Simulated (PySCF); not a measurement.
Species: C3H5Si (charge -1).
SMILES: `[C-]#CC[SiH3]`

Structure optimised with GFN2-xTB, isolated species.

Masses are those of the commonest isotopes; rigid-rotor values at the optimised geometry. 

Task: Give the principal moments of inertia and the rotational constants in MHz.

Result: Ia = 25.96, Ib = 165.62, Ic = 182.66 u·Å²; 505379 MHz·u·Å²/I gives A = 19467, B = 3051, C = 2767 MHz.

Task: Classify the top.

Result: A near-prolate asymmetric top. Ray's parameter κ = (2B − A − C)/(A − C) = -0.966; −1 is the prolate and +1 the oblate limit.

Task: What does the inertial defect say?

Result: Not planar: Δ = Ic − Ia − Ib = -8.92 u·Å². For a rigid frame Δ = −2 Σ m c², so Σ m c² = 4.46 u·Å² lies off the ab plane, practically all of it from hydrogen. The atom farthest from that plane is 1.20 Å away.

Task: Give the other two planar moments, Paa and Pbb, and the rms extents of the mass along the axes.

Result: Paa = Σ m a² = (Ib + Ic − Ia)/2 = 161.16 and Pbb = Σ m b² = (Ia + Ic − Ib)/2 = 21.50 u·Å². With the mass M = 69.02 u, the rms extents √(P/M) along a, b and c are 1.53, 0.56, 0.25 Å.

Task: Give the coordinates in the principal-axis frame, origin at the centre of mass.

Result: The sense of each axis is arbitrary; atoms in the order of the calculation.
```json
{"atom": "C1", "mass (u)": "12.000", "a (Å)": "2.419", "b (Å)": "0.487", "c (Å)": "0.000"}
{"atom": "C2", "mass (u)": "12.000", "a (Å)": "1.330", "b (Å)": "-0.074", "c (Å)": "0.000"}
{"atom": "C3", "mass (u)": "12.000", "a (Å)": "0.069", "b (Å)": "-0.884", "c (Å)": "0.000"}
{"atom": "Si4", "mass (u)": "27.977", "a (Å)": "-1.435", "b (Å)": "0.249", "c (Å)": "0.000"}
{"atom": "H5", "mass (u)": "1.008", "a (Å)": "0.036", "b (Å)": "-1.549", "c (Å)": "-0.883"}
{"atom": "H6", "mass (u)": "1.008", "a (Å)": "0.036", "b (Å)": "-1.549", "c (Å)": "0.883"}
{"atom": "H7", "mass (u)": "1.008", "a (Å)": "-1.463", "b (Å)": "1.107", "c (Å)": "1.198"}
{"atom": "H8", "mass (u)": "1.008", "a (Å)": "-2.774", "b (Å)": "-0.415", "c (Å)": "-0.001"}
{"atom": "H9", "mass (u)": "1.008", "a (Å)": "-1.462", "b (Å)": "1.108", "c (Å)": "-1.197"}
```

Task: Estimate the classical rotational partition function at 25 K, 298.15 K and 500 K.

Result: Point group Cs, symmetry number σ = 1; q = (√π/σ)·√((kT/h)³/(ABC)), k/h = 20836.6 MHz/K: 1640 at 25 K, 67700 at 298.15 K, 147000 at 500 K.

No frequency check. Constants of a rigid frame at the computed geometry: no zero-point averaging, no centrifugal distortion.
